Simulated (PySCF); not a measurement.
Compound: AlCl2(CF3), CAlCl2F3.
SMILES: `F[C](F)(F)[Al]([Cl])[Cl]`

The closed-shell ground state was solved at several levels (PySCF, density fitting, gas phase, non-relativistic). Geometry: PBE0-D3(BJ)/def2-SVP; no solvent, vibrations or thermal averaging.

| level | basis functions | HOMO (eV) | LUMO (eV) | gap (eV) | dipole (D) |
| --- | --- | --- | --- | --- | --- |
| wB97X-D/def2-SVPD | 167 | -11.42 | -0.12 | 11.30 | 0.99 |
| PBE0/pcSseg-1 (pcSseg-2 on Al) | 159 | -9.44 | -1.88 | 7.56 | 0.79 |
| B3LYP/pcSseg-1 (pcSseg-2 on Al) | 159 | -9.18 | -2.07 | 7.11 | 0.82 |

(1) Estimate the row for PBE/pcSseg-1 (pcSseg-2 on Al), a basis of 159 functions; the other rows only guide the guess.

(2) Over all these levels, which gives the widest orbital gap and which the narrowest?

(3) In the pcSseg-1 (pcSseg-2 on Al) basis, how does the gap go with the fixed share of exact exchange?

(4) How far do the dipole and the HOMO energy spread over the levels?

Results:

(1) HOMO -7.85 eV, LUMO -2.59 eV, gap 5.26 eV, dipole 0.59 D.

(2) wB97X-D/def2-SVPD (range-separated hybrid) has the widest, 11.30 eV, and PBE/pcSseg-1 (pcSseg-2 on Al) (GGA) the narrowest, 5.26 eV. Functional and basis both differ between the two, so the spread mixes both effects.

(3) PBE (0 %) 5.26 eV; B3LYP (20 %) 7.11 eV; PBE0 (25 %) 7.56 eV. Each rise in the share widens the gap here.

(4) The dipole runs from 0.59 to 0.99 D (mean 0.80 D) and the HOMO from -11.42 to -7.85 eV.
